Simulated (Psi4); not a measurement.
bromine (Br2), singlet, at a GFN2-xTB geometry, atoms displaced at random by about 0.03 Å a coordinate; Psi4 1.11 with HF/def2-SVP, gradient.

Input for Psi4:
```
memory 2 GB

molecule mol {
0 1
  Br    0.019742    0.000418   -1.086754
  Br   -0.005751    0.005734    1.127958
symmetry c1
no_reorient
no_com
}

set basis def2-svp
set reference rhf

gradient('scf')
print_variables()
```

It wrote (shortened):

```
gradient() will perform analytic gradient computation.

   => Loading Basis Set <=

    Name: DEF2-SVP
    Role: ORBITAL
    Keyword: BASIS

         ---------------------------------------------------------
                                   SCF
               by Justin Turney, Rob Parrish, Andy Simmonett
                          and Daniel G. A. Smith
                              RHF Reference
         ---------------------------------------------------------

  ==> Geometry <==

    Molecular point group: c1
    Full point group: C1

    Geometry (in Angstrom), charge = 0, multiplicity = 1:

       Center              X                  Y                   Z               Mass
    ------------   -----------------  -----------------  -----------------  -----------------
         BR           0.019742000000     0.000418000000    -1.086754000000    78.918337600000
         BR          -0.005751000000     0.005734000000     1.127958000000    78.918337600000

  Running in c1 symmetry.

  Rotational constants: A =   1738.23010  B =      0.08706  C =      0.08705 [cm^-1]
  Rotational constants: A = 52110827.56982  B =   2609.90986  C =   2609.77916 [MHz]
  Nuclear repulsion =  292.677908051771908

  Charge       = 0
  Multiplicity = 1
  Electrons    = 70
  Nalpha       = 35
  Nbeta        = 35

  ==> Algorithm <==

  SCF Algorithm Type is DF.
  DIIS enabled.
  MOM disabled.
  Fractional occupation disabled.
  Guess Type is SAD.
  Energy threshold   = 1.00e-08
  Density threshold  = 1.00e-08
  Integral threshold = 1.00e-12

  ==> Primary Basis <==

  Basis Set: DEF2-SVP
    Blend: DEF2-SVP
    Number of shells: 24
    Number of basis functions: 64
    Number of Cartesian functions: 70
    Spherical Harmonics?: true
    Max angular momentum: 2

   => Loading Basis Set <=

    Name: (DEF2-SVP AUX)
    Role: JKFIT
    Keyword: DF_BASIS_SCF

  ==> Integral Setup <==

  SCF_SUBTYPE=INCORE selected. In-core MEM_DF algorithm will be used.
  Using in-core AOs.

  ==> MemDFJK: Density-Fitted J/K Matrices <==

    J tasked:                   Yes
    K tasked:                   Yes
    wK tasked:                   No
    Algorithm:                 Core
    Schwarz Cutoff:           1E-12
    Mask sparsity (%):       5.4199
    Fitting Condition:        1E-10

   => Auxiliary Basis Set <=

  Basis Set: (DEF2-SVP AUX)
    Blend: DEF2-UNIVERSAL-JKFIT
    Number of shells: 120
    Number of basis functions: 532
    Number of Cartesian functions: 742
    Spherical Harmonics?: true
    Max angular momentum: 5

  Minimum eigenvalue in the overlap matrix is 2.2402956067E-02.
  Reciprocal condition number of the overlap matrix is 7.5466705421E-03.
    Using symmetric orthogonalization.

  ==> Pre-Iterations <==

  SCF Guess: Superposition of Atomic Densities via on-the-fly atomic UHF (no occupation information).

   -------------------------
    Irrep   Nso     Nmo
   -------------------------
     A         64      64
   -------------------------
    Total      64      64
   -------------------------

  ==> Iterations <==

                           Total Energy        Delta E     RMS |[F,P]|

   @DF-RHF iter SAD: -5140.70463753960121   -5.14070e+03   0.00000e+00
   @DF-RHF iter   1: -5143.90077379662398   -3.19614e+00   2.18998e-02 ADIIS/DIIS
   @DF-RHF iter   2: -5144.12879363147840   -2.28020e-01   1.02965e-02 ADIIS/DIIS
   @DF-RHF iter   3: -5144.18218694287134   -5.33933e-02   4.70410e-04 ADIIS/DIIS
   @DF-RHF iter   4: -5144.18241530725209   -2.28364e-04   7.06068e-05 DIIS
   @DF-RHF iter   5: -5144.18243244001496   -1.71328e-05   1.64759e-05 DIIS
   @DF-RHF iter   6: -5144.18243350960893   -1.06959e-06   1.68717e-06 DIIS
   @DF-RHF iter   7: -5144.18243351792353   -8.31460e-09   1.36862e-07 DIIS
   @DF-RHF iter   8: -5144.18243351800265   -7.91260e-11   1.66085e-08 DIIS
   @DF-RHF iter   9: -5144.18243351800083    1.81899e-12   1.43429e-09 DIIS
  Energy and wave function converged.

  ==> Post-Iterations <==

    Orbital Energies [Eh]
    ---------------------

    Doubly Occupied:

[...]
    Virtual:

[...]
    Final Occupation by Irrep:
              A
    DOCC [    35 ]
    NA   [    35 ]
    NB   [    35 ]

  @DF-RHF Final Energy: -5144.18243351800083

   => Energetics <=

    Nuclear Repulsion Energy =            292.6779080517719080
    One-Electron Energy =               -7747.4181064327913191
    Two-Electron Energy =                2310.5577648630187468
    Total Energy =                      -5144.1824335180008347

Computation Completed

Properties will be evaluated at   0.000000,   0.000000,   0.000000 [a0]

Properties computed using the SCF density matrix

 Multipole Moments:

 ------------------------------------------------------------------------------------
     Multipole            Electronic (a.u.)      Nuclear  (a.u.)        Total (a.u.)
 ------------------------------------------------------------------------------------

 L = 1.  Multiply by 2.5417464519 to convert [e a0] to [Debye]
 Dipole X            :         -0.9253705            0.9253705            0.0000000
 Dipole Y            :         -0.4068958            0.4068958           -0.0000000
 Dipole Z            :         -2.7252496            2.7252496           -0.0000000
 Magnitude           :                                                    0.0000000

 ------------------------------------------------------------------------------------

         ------------------------------------------------------------
                                   SCF GRAD
                          Rob Parrish, Justin Turney,
                       Andy Simmonett, and Alex Sokolov
         ------------------------------------------------------------

  ==> Geometry <==

    Molecular point group: c1
    Full point group: C1

    Geometry (in Angstrom), charge = 0, multiplicity = 1:

       Center              X                  Y                   Z               Mass
    ------------   -----------------  -----------------  -----------------  -----------------
         BR           0.019742000000     0.000418000000    -1.086754000000    78.918337600000
         BR          -0.005751000000     0.005734000000     1.127958000000    78.918337600000

  Nuclear repulsion =  292.677908051771908

  ==> Basis Set <==

  Basis Set: DEF2-SVP
    Blend: DEF2-SVP
    Number of shells: 24
    Number of basis functions: 64
    Number of Cartesian functions: 70
    Spherical Harmonics?: true
    Max angular momentum: 2

  ==> DFJKGrad: Density-Fitted SCF Gradients <==

    Gradient:                    1
    J tasked:                  Yes
    K tasked:                  Yes
    wK tasked:                  No
    Integrals threads:           1
    Schwarz Cutoff:          1E-12
    Fitting Condition:       1E-10

   => Auxiliary Basis Set <=

  Basis Set: (DEF2-SVP AUX)
    Blend: DEF2-UNIVERSAL-JKFIT
    Number of shells: 120
    Number of basis functions: 532
    Number of Cartesian functions: 742
    Spherical Harmonics?: true
    Max angular momentum: 5

  -Total Gradient:
     Atom            X                  Y                   Z
    ------   -----------------  -----------------  -----------------
       1       -0.000375936481     0.000078393272     0.032659612733
       2        0.000375936478    -0.000078393270    -0.032659612493

  Variable Map:
  ----------------------------------------------------------------------------
[...]
  Array Variable Map:
  ----------------------------------------------------------------------------
[...]
[...]
```
